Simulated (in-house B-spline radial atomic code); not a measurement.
Values are calculated unless marked as measured or tabulated.
In ion on C atom: potential, deflection and energy transfer

The pair potential comes from two frozen, spherical free-atom densities (PBE, B-spline radial code, scalar-relativistic past argon): electrostatics plus the change in Thomas-Fermi kinetic and Dirac exchange energy where they overlap, the recipe behind the universal ZBL potential, which averages such potentials (from solid-state densities) over many pairs. It is written V = (Z1 Z2 e²/r) φ(r/a), with e² = 14.3996 eV·Å and a = 0.46850 Å/(Z1^0.23 + Z2^0.23); ZBL's fit is φ = 0.18175 e^(−3.1998x) + 0.50986 e^(−0.94229x) + 0.28022 e^(−0.4029x) + 0.02817 e^(−0.20162x). Where φ falls below 4e-4 it is continued as an exponential.

Masses 114.82 and 12.01 u.

```csv
x = r/a,"φ, this pair","φ, ZBL"
0.1,0.8833,0.8928
0.25,0.7588,0.7647
0.5,0.6081,0.6096
1,0.4189,0.4164
1.5,0.3023,0.2995
2,0.2271,0.2218
3,0.1363,0.1292
4,0.08708,0.08026
5,0.05687,0.05224
6.5,0.03126,0.02914
8,0.01858,0.01705
10,0.009973,0.008778
12,0.005408,0.00474
14.5,0.002483,0.002328
17,0.001129,0.001212
```

Task: At x = 3 the electrostatic, kinetic and exchange parts are 848.77, 850.22 and -73.6 eV. Find r, V and φ.

Result: a = 0.46850/(2.4476 + 1.5100) = 0.11838 Å, so r = 0.35514 Å. V = 848.77 + 850.22 + (-73.6) = 1625.39 eV. The bare repulsion is 49 × 6 × 14.3996/0.35514 = 11921 eV, so φ = 0.1364, +5.5 % against ZBL's 0.1292. The kinetic (Pauli) term is 52 % of V here.

Task: The ion comes in at 377.7 keV with impact parameter 0.5919 Å. The scattering integral gives a centre-of-mass angle of 1.332° and a closest approach of 5.028 a. What are the reduced energy, the energy passed on and the laboratory angles?

Result: ε = E a M2/(Z1 Z2 e² (M1 + M2)) = 377700 × 2.6479e-06 = 1. The most that one collision can pass on is γE with γ = 4 M1 M2/(M1 + M2)² = 0.3429. Here T = γE sin²(θ/2) = 0.3429 × 377700 × 0.0001351 = 17.5 eV. The ion turns by arctan(sin θ/(cos θ + M1/M2)) = 0.1°, and the struck atom leaves at (180° − θ)/2 = 89.3°. The closest approach is 0.595 Å. With ZBL the angle would be 1.22° and T = 14.6 eV.
